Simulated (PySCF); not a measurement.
C5H7FN2Si.
Z-matrix (Å and degrees, GFN2-xTB geometry), rows numbered from 1:
```
C 
C   1  1.4905
C   2  1.3815  1  124.53
C   3  1.4004  2  119.23  1  -179.25
Si  4  1.8952  3  124.25  2  -179.06
N   4  1.3236  3  121.12  2     0.04
N   6  1.3011  4  121.01  3    -0.42
C   7  1.3069  6  119.79  4     0.39
F   8  1.3402  2  118.93  1    -0.80
H   1  1.0888  2  110.27  3  -134.42
H   1  1.0870  2  110.73  3   -12.88
H   1  1.0904  2  109.74  3   107.38
H   3  1.0808  2  120.69  1     0.55
H   5  1.4674  4  106.81  3   -22.61
H   5  1.4628  4  107.88  3    94.96
H   5  1.4557  4  108.58  3  -143.02
```

NICS is the negative of the GIAO shielding at a point without a nucleus: at the ring centre (0) and 1 Å above and below it (1); zz is the component along the ring normal. Level: GIAO PBE0/pcSseg-1 (PySCF, non-relativistic, gas phase) on the GFN2-xTB geometry, one conformer.

Ring bond lengths (Å), with Mayer bond orders in brackets: C2–C3 1.382 (1.44), C3–C4 1.400 (1.29), C4–N6 1.324 (1.46), N6–N7 1.301 (1.30), N7–C8 1.307 (1.52), C8–C2 1.404 (1.27).

Task: Give the NICS values of each ring in ppm.

Result: 
```csv
ring,type,NICS(0),"NICS(1), two faces","NICS(1)zz, two faces",rms pucker (Å),"centre to ring atoms, mean (Å)"
C2–C3–C4–N6–N7–C8,6-membered ring with 2 N; formal bonds all aromatic,-6.6,-11.2 / -11.2,-26.4 / -26.4,0.00,1.35
```

Task: What do they say, and how far can they be read as aromaticity?

Result: 
- C2–C3–C4–N6–N7–C8: mean NICS(1)zz -26.4 ppm, shielded. The ring is flat and has no four-coordinate atom; by the NICS criterion it is aromatic.

Task: What does the geometric index give? HOMA = 1 − mean of α(R − Ropt)² over the ring bonds, with Krygowski's 1993 parameters (CC: Ropt 1.388 Å, α 257.7 Å⁻²; CN: Ropt 1.334 Å, α 93.52 Å⁻²; NN: Ropt 1.309 Å, α 130.33 Å⁻²).

Result: 
- C2–C3–C4–N6–N7–C8: HOMA 0.97; the largest term is that of N7–C8, α(R − Ropt)² = 0.07. The geometric and the magnetic index point the same way.

Task: At the second NICS(1) probe listed for ring C2–C3–C4–N6–N7–C8, 1 Å off the ring, what do the in-plane components average?

Result: The isotropic value is a third of the trace: (3 × -11.2 − (-26.4))/2 = -3.6 ppm.

Task: List the ring angles and the Hirshfeld charges of the ring atoms.

Result: 
- C2–C3–C4–N6–N7–C8: C2 113.8° (+0.010 e), C3 119.2° (-0.038 e), C4 121.1° (-0.042 e), N6 121.0° (-0.099 e), N7 119.8° (-0.123 e), C8 125.1° (+0.140 e); sum 720.0° against 720° for a flat convex ring.

Task: What are the shieldings of the ring atoms and their hydrogens in the same run (means over atoms taken as equivalent)?

Result: 
```json
{"atoms": "C2", "environment": "substituted aromatic carbon", "σ isotropic (ppm)": "58.3"}
{"atoms": "C3", "environment": "aromatic CH carbon", "σ isotropic (ppm)": "45.7"}
{"atoms": "C4", "environment": "substituted aromatic carbon", "σ isotropic (ppm)": "21.2"}
{"atoms": "N6", "environment": "pyridine-type nitrogen", "σ isotropic (ppm)": "-212.3"}
{"atoms": "N7", "environment": "pyridine-type nitrogen", "σ isotropic (ppm)": "-145.8"}
{"atoms": "C8", "environment": "aromatic C–F carbon", "σ isotropic (ppm)": "11.5"}
{"atoms": "H13", "environment": "aromatic hydrogen", "σ isotropic (ppm)": "24.04"}
```
